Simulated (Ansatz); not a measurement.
Level of theory: Ansatz (an electronic-structure program) with frozen-core CCSD(T)/def2-TZVPP // CAM-B3LYP-D3(BJ)/def2-TZVP.

Ansatz 0.2 input:
```yaml
crystal:
  periodic: [false, false, false]
  atoms:
    - { symbol: In, position_ang: [0.000033, -0.000036, -0.000008] }
    - { symbol: H, position_ang: [-1.458792, -0.90846, 0.000452] }
    - { symbol: H, position_ang: [-0.057472, 1.71763, -0.016606] }
    - { symbol: H, position_ang: [1.516233, -0.809133, 0.016162] }
basis:
  gaussian: { orbitals: def2-TZVPP }
correlation:
  method: ccsd_t
```

Output:

```
Functional definition: HF
711 factors; integrals over basis functions are off by at most 1.0e-3 eV
mean field evaluation 1: about -5194.6233 eV, gradient 9.4e0 eV
mean field evaluation 2: about -5194.6233 eV, gradient 9.4e0 eV
mean field evaluation 4: about -5195.0258 eV, gradient 1.3e0 eV
mean field evaluation 8: about -5195.0292 eV, gradient 1.9e-4 eV
mean field -5195.02924071 eV, -190.9138032789 hartree, gradient 1.8e-6 eV, S^2 0.000000; 0 other end points of the search recorded, 0 dependent functions left out
4 core orbitals not correlated
reference -5195.02924071 eV, -190.9138032789 hartree; 8, 8 occupied and 80, 80 virtual orbitals, 711 factors
second order -8.28910280 eV of doubles, -0.00000000 eV of singles
cycle   1  -8.34621632 eV  change   -5.7e-2 eV  update   7.5e-2
cycle   2  -8.61766806 eV  change   -2.7e-1 eV  update   2.3e-2
cycle   3  -8.64921876 eV  change   -3.2e-2 eV  update   9.5e-3
cycle   4  -8.64597435 eV  change    3.2e-3 eV  update   2.3e-3
cycle   5  -8.64572916 eV  change    2.5e-4 eV  update   5.3e-4
cycle   6  -8.64563696 eV  change    9.2e-5 eV  update   1.6e-4
cycle   7  -8.64563135 eV  change    5.6e-6 eV  update   3.9e-5
cycle   8  -8.64564974 eV  change   -1.8e-5 eV  update   1.2e-5
perturbative correction -0.19998809 eV, -0.0073494269 hartree
Total energy: -5203.87487855 eV, -191.2388744735 hartree
```

Cost: very roughly 6 core-seconds.
